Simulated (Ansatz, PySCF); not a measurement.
hexafluorodisilane (F6Si2), SMILES F[Si](F)(F)[Si](F)(F)F. Atoms are numbered in the order given.

```xyz
8

F      1.2975    -0.7491     1.7177
Si     0.0000     0.0000     1.1570
F      0.0000     1.4983     1.7178
F     -1.2975    -0.7491     1.7177
Si     0.0000     0.0000    -1.1570
F      1.2975     0.7491    -1.7177
F      0.0000    -1.4983    -1.7178
F     -1.2975     0.7491    -1.7177
```

Geometry optimised at PBE0-D3(BJ)/def2-SVP. The values are those of a single conformer.

Two levels are set side by side: PBE-D3(BJ)/def2-SVP (Ansatz, an electronic-structure program) and PBE0-D3(BJ)/def2-SVP (Ansatz). Each level has its own optimised geometry; the coordinates shown are those of the second. Frequencies come from the Hessian of PySCF at each geometry. Differences are taken from unrounded values.

| quantity | PBE0-D3(BJ) |
|---|---|
| mean bond length (Å) | 1.702 |
| bond F1–Si2 (Å) | 1.600 |
| bond Si2–F3 (Å) | 1.600 |
| bond Si2–F4 (Å) | 1.600 |
| bond Si2–Si5 (Å) | 2.314 |
| bond Si5–F6 (Å) | 1.600 |
| bond Si5–F7 (Å) | 1.600 |
| bond Si5–F8 (Å) | 1.600 |
| highest harmonic wavenumber (cm⁻¹) | 1003 |
| mean harmonic wavenumber (cm⁻¹) | 481 |
| zero-point energy (kcal/mol) | 12.38 |

**Question.** What does PBE-D3(BJ) give, and how far is it from PBE0-D3(BJ)? (An estimate is asked for; the answer gives what the named calculation found.)

**Answer.** 
```csv
quantity,PBE-D3(BJ),PBE-D3(BJ) minus PBE0-D3(BJ)
mean bond length (Å),1.718,0.016
bond F1–Si2 (Å),1.617,0.017
bond Si2–F3 (Å),1.617,0.017
bond Si2–F4 (Å),1.617,0.017
bond Si2–Si5 (Å),2.324,0.010
bond Si5–F6 (Å),1.617,0.017
bond Si5–F7 (Å),1.617,0.017
bond Si5–F8 (Å),1.617,0.017
highest harmonic wavenumber (cm⁻¹),964,-39
mean harmonic wavenumber (cm⁻¹),461,-20
zero-point energy (kcal/mol),11.85,-0.52
```

Exact exchange shortens and stiffens bonds; PBE has none. Differences between two approximate levels are no errors against the true value.
